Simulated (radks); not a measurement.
The numbers below are computed, except where a source is named.
Species: the europium ion Eu21+. Configuration: [Kr] 4d6.

Level of theory: Dirac Kohn-Sham, relativistic LDA (MacDonald-Vosko exchange, VWN5 correlation), spin-unpolarised, spherical densities, finite nucleus; open shells fill j = l - 1/2 first; Fermi nuclear charge, rms radius 5.1115 fm (a radial shooting solver on a logarithmic mesh with Libxc functionals).

Energy parts (eV):
total: -289728.16
kinetic: 314402.52
electron-nucleus: -685617.54
Hartree: 86797.81
exchange-correlation: -5310.95

Orbitals (lengths in bohr, moments of r in powers of bohr; r(max) is where P^2 peaks):
orbital	occ.	eigenvalue (eV)	<r>	r(max)	<r^2>
1s1/2	2	-48592.00	0.02241	0.01426	0.0006848
2s1/2	2	-8479.434	0.09491	0.08102	0.01069
2p1/2	2	-8084.003	0.07929	0.06124	0.007765
2p3/2	4	-7443.177	0.08598	0.06695	0.008999
3s1/2	2	-2316.874	0.2491	0.2295	0.07099
3p1/2	2	-2145.102	0.2384	0.2163	0.06606
3p3/2	4	-2013.203	0.2510	0.2284	0.07301
3d3/2	4	-1714.514	0.2225	0.1813	0.05819
3d5/2	6	-1685.592	0.2264	0.1847	0.06012
4s1/2	2	-875.7723	0.5370	0.5145	0.3243
4p1/2	2	-806.8738	0.5416	0.5156	0.3321
4p3/2	4	-772.3767	0.5637	0.5379	0.3593
4d3/2	4	-657.0929	0.5702	0.5336	0.3721
4d5/2	2	-650.1038	0.5767	0.5401	0.3805
5s1/2	0	-446.7645	0.9899	0.9924	1.092
5p1/2	0	-417.3508	1.016	1.018	1.155
5p3/2	0	-404.9184	1.046	1.052	1.225

The highest occupied level is 4d5/2 at -650.10 eV. The density falls to 0.001 e/bohr^3 at r = 1.48 bohr.
